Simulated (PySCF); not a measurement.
# Hartree-Fock beside MP2: BClGeH3N

These are calculations, not measurements. The program is PySCF 2.14.0, an open-source quantum chemistry code, run on an isolated molecule that a program drew, which may never have been made. The molecule is BClGeH3N (charge 0, singlet), drawn as the SMILES string `B[NH][Ge][Cl]`.

The geometry was optimised and harmonic frequencies were computed with HF and MP2, all in the cc-pV(D+d)Z basis, for the commonest isotopes, with a restricted reference for singlets and an unrestricted one otherwise, and a frozen core in MP2. Germanium has the cc-pVDZ-PP basis, with a core potential (ECP10MDF) in place of its 10 inner electrons, and its 3s, 3p and 3d shells are frozen in MP2. Each result is a local minimum of its method.

Geometry at the HF minimum:
```xyz
7
BClGeH3N, angstrom
B    -2.7709    0.2724   -0.0598
N    -1.6403    0.9877   -0.5100
Ge   -1.5862    2.8331   -0.5199
Cl    0.4749    3.0234   -1.3489
H    -2.7808   -0.9276   -0.0639
H    -3.7275    0.8915    0.3296
H    -0.8442    0.4668   -0.8341
```

Lengths of the bonds as drawn, in Å (atoms numbered as above):
```
bond,HF,MP2
B1-N2,1.412,1.421
N2-Ge3,1.846,1.880
Ge3-Cl4,2.230,2.218
B1-H5,1.200,1.206
B1-H6,1.204,1.210
N2-H7,1.005,1.023
```

Rotational constants, in GHz:
| constant | HF | MP2 |
|---|---|---|
| A | 8.476 | 8.514 |
| B | 2.156 | 2.142 |
| C | 1.719 | 1.712 |

Harmonic frequencies in cm^-1, each column in rising order, so a row needn't be the same motion in every method:
| rank | HF | MP2 |
|---|---|---|
| 1 | 117 | 104 |
| 2 | 152 | 136 |
| 3 | 296 | 269 |
| 4 | 359 | 347 |
| 5 | 377 | 389 |
| 6 | 634 | 594 |
| 7 | 881 | 852 |
| 8 | 995 | 924 |
| 9 | 1102 | 1036 |
| 10 | 1206 | 1155 |
| 11 | 1337 | ? |
| 12 | 1433 | 1360 |
| 13 | 2655 | 2608 |
| 14 | 2731 | 2699 |
| 15 | 3785 | 3575 |

**Estimate the missing MP2 frequency from the HF column.**

A single factor s that minimises the squared misfit of MP2 against s times HF over the other rows is sum(HF x MP2) / sum(HF^2) = 0.9618, with an rms misfit of 34 cm^-1. For rank 11 it gives 0.9618 x 1337 = 1286 cm^-1. The calculation gives 1227 cm^-1, 59 cm^-1 below the estimate. The drawn bonds are on average 0.8 % longer in MP2 than in HF.
